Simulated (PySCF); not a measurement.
## The electron affinity along the 5p block

All values are computed (PySCF 2.14, energy differences of UHF-based or UKS calculations, no spin-orbit coupling). Values in eV. The last column holds reference values (measured affinities from photodetachment; the arrow runs from anion to atom). Unmarked ones compare directly (S terms, centres of terms, or small fine structure); those marked * lie between the lowest fine-structure levels and include a spin-orbit shift.

```csv
element,configurations,UHF,PBE0,MP2 (valence),SCS-MP2 (valence),LDA,PBE,reference
"In (aug-cc-pVQZ-PP with one added diffuse shell each of s, p, d, f, g type with ECP28MDF, ECP)",[Kr] 4d10 5s2 5p2 → [Kr] 4d10 5s2 5p1,0.075,0.504,0.373,0.285,n/a,n/a,0.384 *
"Sb (aug-cc-pVQZ-PP with one added diffuse shell each of s, p, d, f, g type with ECP28MDF, ECP)",[Kr] 4d10 5s2 5p4 → [Kr] 4d10 5s2 5p3,-0.051,0.900,0.688,0.757,1.192,0.977,1.047 *
"Te (aug-cc-pVQZ-PP with one added diffuse shell each of s, p, d, f, g type with ECP28MDF, ECP)",[Kr] 4d10 5s2 5p5 → [Kr] 4d10 5s2 5p4,1.057,2.027,1.940,1.955,2.318,2.074,1.971 *
"I (aug-cc-pVQZ-PP with one added diffuse shell each of s, p, d, f, g type with ECP28MDF, ECP)",[Xe] → [Kr] 4d10 5s2 5p5,2.295,3.237,3.292,3.239,3.507,3.248,3.059 *
```

Task: Fill in the row of Sn (aug-cc-pVQZ-PP with one added diffuse shell each of s, p, d, f, g type with ECP28MDF, ECP) ([Kr] 4d10 5s2 5p3 → [Kr] 4d10 5s2 5p2).

Result: UHF 0.954; PBE0 1.413; MP2 (valence) 1.381; SCS-MP2 (valence) 1.238; LDA 1.551; PBE 1.424; reference 1.112 * (eV).

The highest occupied level of the anion is positive for In⁻ at PBE0, LDA, PBE; Sn⁻ at PBE0, LDA, PBE; Sb⁻ at PBE0, LDA, PBE; Te⁻ at LDA, PBE, so there the basis helps to hold the electron.

"Valence" correlates the outer s and p shells and, in groups 3 to 12 and the f block, the outer d or f shell, open or full, or the next shell where the ion has no valence electron left; the wider scheme adds the next inner shell.
